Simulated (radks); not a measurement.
Neutral neon inside a hard spherical wall (all orbitals vanish at R), configuration held at [Ne] and not refilled when levels cross. Method: non-relativistic Kohn-Sham, r2SCAN, spin-polarised, spherical densities, point nucleus; meta-GGA in the generalised Kohn-Sham scheme; computed with a radial shooting solver on a logarithmic mesh with Libxc functionals. Eigenvalues in eV for spin up, with the zero of energy where the potential of the charges vanishes at infinity; a dash marks a level that is unbound or too diffuse for the functional's potential to be trusted. A positive occupied level is held by the wall or, in an anion where self-interaction has pushed it up, behind a barrier. The pressure on the wall is -dE/dV.

| R (bohr) | E (hartree) | kinetic (hartree) | e(1s) | e(2s) | e(2p) | e(3s, empty) | e(3p, empty) | pressure (GPa) |
|---|---|---|---|---|---|---|---|---|
| free | -128.93484 | 128.640 | -836.66 | -38.257 | -13.982 | - | - | 0 |
| 10 | -128.93484 | 128.640 | -836.66 | -38.257 | -13.982 | 0.988 | 2.451 | < 0.0001 |
| 8 | -128.93484 | 128.640 | -836.66 | -38.257 | -13.981 | 1.713 | 3.819 | 0.000229 |
| 6 | -128.93465 | 128.642 | -836.64 | -38.241 | -13.965 | 3.717 | 7.102 | 0.0255 |
| 4 | -128.92234 | 128.734 | -835.91 | -37.736 | -13.426 | 12.177 | 18.577 | 3.93 |
| 3.5 | -128.89781 | 128.887 | -834.89 | -37.065 | -12.682 | 18.258 | 25.810 | 15.6 |
| 3 | -128.82088 | 129.308 | -832.46 | -35.517 | -10.928 | 29.285 | 37.921 | 68.3 |
| 2.5 | -128.56304 | 130.528 | -826.54 | -31.792 | -6.657 | 51.315 | 60.227 | 340 |
